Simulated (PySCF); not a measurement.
SiOBr2, SMILES O=[Si](Br)Br.

Geometry: B3LYP-D3(BJ)/def2-SVP.

Two levels are set side by side: PBE/def2-TZVPD (PySCF) and ωB97X/def2-TZVPD (PySCF). Same geometry, gas phase. Differences are taken from unrounded values.

```
quantity                      ωB97X    PBE  PBE minus ωB97X
---------------------------  ------  -----  ---------------
orbital gap (eV)              10.65   3.91            -6.74
highest occupied level (eV)  -11.11  -7.28             3.83
lowest empty level (eV)       -0.46  -3.36            -2.91
dipole moment (D)              3.47   3.13            -0.34
mean polarisability (bohr³)    69.8   74.1              4.3
```

PBE's occupied levels lie high since its potential decays too fast outside the molecule; exact exchange lowers them and widens the gap. Loosely held outer electrons make PBE densities more polarisable. Differences between two approximate levels are no errors against the true value.

Rough cost on one machine, each run with all the roots and properties that it gave: ωB97X against PBE within a factor of 2.
